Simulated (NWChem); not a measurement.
GaNH3OF; SMILES [OH][Ga]([NH2])[F]

```xyz
7

Ga    -0.0175    -0.0122    -0.0356
F      1.5039    -0.8835     0.0319
O     -1.5035    -0.9754     0.0180
H     -1.3382    -1.9212     0.0882
N      0.0032     1.7765    -0.0998
H     -0.8322     2.3254    -0.2536
H      0.8542     2.3034    -0.2436
```
Atoms are numbered in this order, from 1.

Program: NWChem. Pople sets run with spherical d functions. Geometry: optimised at PBE0/def2-SVP. Vzz is the largest principal value of the second derivative of the potential at the nucleus (NWChem prints the opposite sign); η is the asymmetry. Non-relativistic.

```
level          Vzz Ga1 (a.u.)  η Ga1  Vzz O3 (a.u.)  η O3  Vzz N5 (a.u.)  η N5  relative time
-------------  --------------  -----  -------------  ----  -------------  ----  -------------
PBE0/def2-SVP           1.474   0.70          1.326  0.71         -0.911  0.21              1
PBE0/6-31G*             1.641   0.62          1.266  0.79         -0.881  0.17              1
PBE/def2-SVP            1.225   0.75          1.291  0.72         -0.897  0.20              1
PBE/cc-pVTZ             1.951   0.61          1.259  0.73         -0.879  0.16              7
```

Relative times are rough (shared machine, one core).
